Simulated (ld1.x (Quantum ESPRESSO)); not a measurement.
As (Z = 33), TM: configuration errors across variants

| Item | Value |
| --- | --- |
| Element | As |
| Generator | ld1.x (Quantum ESPRESSO) 7.5 |
| Type | norm-conserving Troullier–Martins (Kleinman–Bylander form) |
| Functional | PW91 |
| Relativity | scalar-relativistic |
| Frozen core | [Ar] 3d10 |
| Valence charge | 5 |
| Reference configuration | 4s2 4p3 |
| Partial waves | 4s (bound): rc 1.60 bohr; 4p (bound): rc 1.80 bohr |
| Local potential | all-electron potential smoothed inside 1.75 bohr (lloc = -1) |
| Core correction | a·sin(br)/r model core inside 1.30 bohr |

All-electron excitation energies from the reference (eV): (1) 4s2 4p2 9.207; (2) 4s2 4p1 27.206; (3) 4s2 4p0 55.016; (4) 4s2 4p2.5 3.581; (5) 4s1 4p3 19.340; (6) 4s1 4p0 105.786; (7) 4s2 4p3.3 -1.247.

A true bound ghost makes a file unfit for plane-wave use even where its test errors are small: the radial tests pick states by their node count and pass the ghost by.

Errors AE − PS in meV (a dash: test not solved or not reliable):

```tsv
change	(1)	(2)	(3)	(4)	(5)	(6)	(7)	bound ghosts
base	-1.9	-16	-76	-0.5	-12	-306	+0.2	none
all radii but the core radius scaled by about 0.75 (s 1.20, p 1.34 bohr); local potential all-electron potential smoothed inside 1.32 bohr (lloc = -1)	+5.5	+42	+167	+0.8	+13	+478	+0.4	s
all radii but the core radius scaled by about 0.88 (s 1.40, p 1.58 bohr); local potential all-electron potential smoothed inside 1.54 bohr (lloc = -1)	-1.2	-12	-64	-0.3	-9.6	-286	+0.2	none
all radii but the core radius scaled by about 1.04 (s 1.66, p 1.86 bohr); local potential all-electron potential smoothed inside 1.82 bohr (lloc = -1)	-2.0	-17	-78	-0.5	-13	-311	+0.2	none
all radii but the core radius scaled by about 1.15 (s 1.84, p 2.08 bohr); local potential all-electron potential smoothed inside 2.02 bohr (lloc = -1)	-2.2	-18	-84	-0.6	-15	-334	+0.2	none
all radii but the core radius scaled by about 1.33 (s 2.12, p 2.40 bohr); local potential all-electron potential smoothed inside 2.32 bohr (lloc = -1)	-3.2	-25	-107	-0.7	-23	-435	+0.2	none
```

Give the same row for: all radii but the core radius scaled by about 1.28 (s 2.04, p 2.30 bohr); local potential all-electron potential smoothed inside 2.22 bohr (lloc = -1).

-2.7, -22, -97, -0.6, -19, -390, +0.2; bound ghosts: none.
